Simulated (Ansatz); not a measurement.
`B[SiH](C)OC` + CH₄ → `CO[SiH](C)C` + BH₃ at 500 K and 1 bar (formal exchange of groups at the Si–B bond).

Gas-phase electronic energies from Ansatz, PBE0-D4/def2-TZVP geometries. CBS: MP2 limit from def2 TZ/QZ plus the TZ coupled-cluster correction, frozen cores. This one scheme is used for every species. One conformer a species, not always the lowest.

| species | CCSD(T)/CBS energy (Eh) | H − E (kJ/mol) | S (J/(mol·K)) |
| --- | --- | --- | --- |
| `B[SiH](C)OC` | -470.56990 | 340.1 | 457.5 |
| CH₄ | -40.46206 | 135.6 | 206.8 |
| `CO[SiH](C)C` | -484.48883 | 383.9 | 453.5 |
| BH₃ | -26.55200 | 86.8 | 208.8 |

H − E and S are ideal-gas, rigid-rotor, harmonic terms from PBE0-D4/def2-TZVP, for one conformer and one mirror image of each species. 1 Eh = 2625.50 kJ/mol, R = 8.31446 J/(mol·K).

Q: By hand: ΔE, ΔH, ΔS and ΔG.

A: ΔE = (-484.48883) + (-26.55200) − (-470.56990) − (-40.46206) = -0.00887 Eh = -23.3 kJ/mol. Δ(H − E) = 383.9 + 86.8 − 340.1 − 135.6 = -5.0, so ΔH = -28.3 kJ/mol. ΔS = 453.5 + 208.8 − 457.5 − 206.8 = -2.0 J/(mol·K). ΔG = -28.3 − 500 × (-2.0)/1000 = -27.3 kJ/mol.

Q: By hand: the equilibrium constant, and the temperature at which ΔG would vanish if ΔH and ΔS stayed fixed.

A: log₁₀ K = −ΔG/(RT ln 10) = 2.9. ΔG = 0 at ΔH/ΔS = 14150 K, far beyond where these terms or the molecules hold.

The number of gas molecules stays the same, so ΔS is small and ΔH decides. A doubt of 5 kJ/mol in ΔE shifts log₁₀ K by 0.5 here. Other conformers and mirror images would add mixing entropy, several J/(mol·K) or more a flexible species. These are equilibria of isolated gas molecules and say nothing of rates. Largest T1 diagnostic: 0.011 (customary marks: 0.02 for closed shells, 0.045 for open ones).
